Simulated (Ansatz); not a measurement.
The cluster CoCl₂, relaxed as a doublet with UKS PBE0-D4/def2-TZVP in Ansatz, starting from the GFN2-xTB geometry. Force threshold 0.02 eV/Å.

The charge 0 doublet is spin-contaminated (final ⟨S²⟩ up to 1.76, 0.75 for a pure state). The relaxation made no stability test and no search for a lower SCF solution. At PBE0-D4/def2-TZVP a quartet of charge 0 lies 1.08 eV below the doublet, each at its own geometry. The structure comes from a short search, and lower isomers may exist.

Start:

```
atom    x (Å)    y (Å)    z (Å)
 Co1  -0.0022  -0.0042   0.0044
 Cl2  -1.6927  -0.0521  -0.8747
 Cl3   1.6948   0.0563   0.8704
```

| step | energy (eV) | largest force component (eV/Å) | SCF passes |
| --- | --- | --- | --- |
| 1 | -62660.0859 | 3.922 | 147 |
| 2 | -62660.7087 | 0.504 | 45 |
| 3 | -62660.7250 | 0.057 | 36 |
| 4 | -62660.7252 | 0.006 | 24 |

Force components are those of the run's own axes.

End:

```xyz
3

Co   -0.001   -0.003    0.003
Cl   -1.847   -0.058   -0.953
Cl    1.848    0.061    0.950
```

By distances, no bond broke or formed. The bond that changes most is Co1–Cl2, from 1.91 to 2.08 Å (atoms count from 1).

No frequencies were taken in this run, so the end may be a saddle point.

Run time 13 s (4 threads of Arm Neoverse V1 on a shared host).
